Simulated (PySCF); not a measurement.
**`CC[C@@H](C)CC(F)F` in a uniform electric field**

Compound: C₆H₁₂F₂.
Structure used (PBE0-D3(BJ)/def2-SVP), in Å, numbered top down from 1:
```
atom  x, y, z in Å
C1     2.3085    0.1083   -0.2465
C2     1.0986    0.3042    0.6524
C3    -0.2419   -0.0942    0.0289
C4    -0.2837   -1.5675   -0.3641
C5    -1.3781    0.2787    0.9801
C6    -2.7602    0.1489    0.3985
F7    -2.8816    0.9384   -0.6981
F8    -3.6782    0.5639    1.3028
H9     3.2236    0.4840    0.2353
H10    2.4811   -0.9511   -0.4892
H11    2.1874    0.6516   -1.1978
H12    1.2356   -0.2589    1.5943
H13    1.0383    1.3663    0.9463
H14   -0.3772    0.5118   -0.8859
H15   -0.1476   -2.2138    0.5196
H16   -1.2373   -1.8440   -0.8385
H17    0.5096   -1.8152   -1.0838
H18   -1.2759    1.3301    1.2969
H19   -1.3354   -0.3365    1.8949
H20   -3.0271   -0.8796    0.0984
```

Level: CAM-B3LYP/def2-SVPD (PySCF); nuclei fixed, core orbitals frozen in the response. Permanent dipole (2.039, -1.402, 0.214) D (1 au = 2.5417 D). Static polarisability (au):

```
x   85.10 -0.32 -2.71
y   -0.32 71.74  2.24
z   -2.71  2.24 70.67
```

Only the terms in μ and α are kept: μ(F) = μ + αF and ΔE = −μ·F − ½ F·αF.

Q: What do fields of 0.103 V/Å (0.002 au) along the six axis directions do?

A: 
```json
{"field along": "+x", "induced x (D)": "0.433", "induced y (D)": "-0.002", "induced z (D)": "-0.014", "total size (D)": "2.849", "−μ·F (kJ/mol)": "-4.212", "−½F·αF (kJ/mol)": "-0.447"}
{"field along": "−x", "induced x (D)": "-0.433", "induced y (D)": "0.002", "induced z (D)": "0.014", "total size (D)": "2.143", "−μ·F (kJ/mol)": "+4.212", "−½F·αF (kJ/mol)": "-0.447"}
{"field along": "+y", "induced x (D)": "-0.002", "induced y (D)": "0.365", "induced z (D)": "0.011", "total size (D)": "2.297", "−μ·F (kJ/mol)": "+2.896", "−½F·αF (kJ/mol)": "-0.377"}
{"field along": "−y", "induced x (D)": "0.002", "induced y (D)": "-0.365", "induced z (D)": "-0.011", "total size (D)": "2.707", "−μ·F (kJ/mol)": "-2.896", "−½F·αF (kJ/mol)": "-0.377"}
{"field along": "+z", "induced x (D)": "-0.014", "induced y (D)": "0.011", "induced z (D)": "0.359", "total size (D)": "2.523", "−μ·F (kJ/mol)": "-0.442", "−½F·αF (kJ/mol)": "-0.371"}
{"field along": "−z", "induced x (D)": "0.014", "induced y (D)": "-0.011", "induced z (D)": "-0.359", "total size (D)": "2.497", "−μ·F (kJ/mol)": "+0.442", "−½F·αF (kJ/mol)": "-0.371"}
```

Q: For the field (-0.0014, 0.0006, -0.0016) au, what is the induced dipole, and what angle does it make with the field?

A: αF = (-0.292, 0.101, -0.274) D, at 5.7° to the field. The polarisability along this direction, F·αF/F², is 73.29 au, against a mean of 75.84 au.

Q: Which field along μ doubles the dipole in that direction (linear response)?

A: The polarisability along the dipole is 80.43 au, so F = 0.9772 au / 80.43 au = 0.0121 au = 0.62 V/Å; higher-order terms are ignored.

Q: What field makes μF equal to kT at 200 K?

A: kT = 0.6334 × 10⁻³ Eh, so F = 0.000648 au = 3.33 MV/cm.

Q: Induction energy −ᾱe²/2R⁴ of a unit charge at 20 Å, the molecule taken as a point?

A: R = 37.79 bohr, so the energy is −75.8/(2 × 37.79⁴) Eh = -0.0488 kJ/mol. The charge–dipole term at its most favourable orientation, −μe/R², is -1.8 kJ/mol.

The structure is a single PBE0-D3(BJ)/def2-SVP conformer in the gas phase; no vibrational or solvent corrections.
